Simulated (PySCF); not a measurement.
Precursor series Sc Cl-OH. All species are isolated molecules in the gas phase. One relaxed conformer stands for each flexible species; it need not be the lowest.

The numbers are results of PBE-D3(BJ)/def2-TZVP // r2SCAN-D4/def2-SVP (PySCF 2.14.0), not measurements. All candidates: neutral, multiplicity 1. 

```yaml
LUMO: -3.55 eV
HOMO: -7.42 eV
HOMO–LUMO gap: 3.87 eV
```

**Question.** Which member has these values?
A. [Sc(Cl)(OH)2]
B. [Sc(Cl)2(OH)]
C. [Sc(Cl)3]
D. [Sc(OH)3]

**Answer.** B, [Sc(Cl)2(OH)]. The others give [Sc(Cl)(OH)2]: -2.88 eV, -6.90 eV, 4.02 eV; [Sc(Cl)3]: -4.17 eV, -7.88 eV, 3.71 eV; [Sc(OH)3]: -2.21 eV, -6.60 eV, 4.38 eV
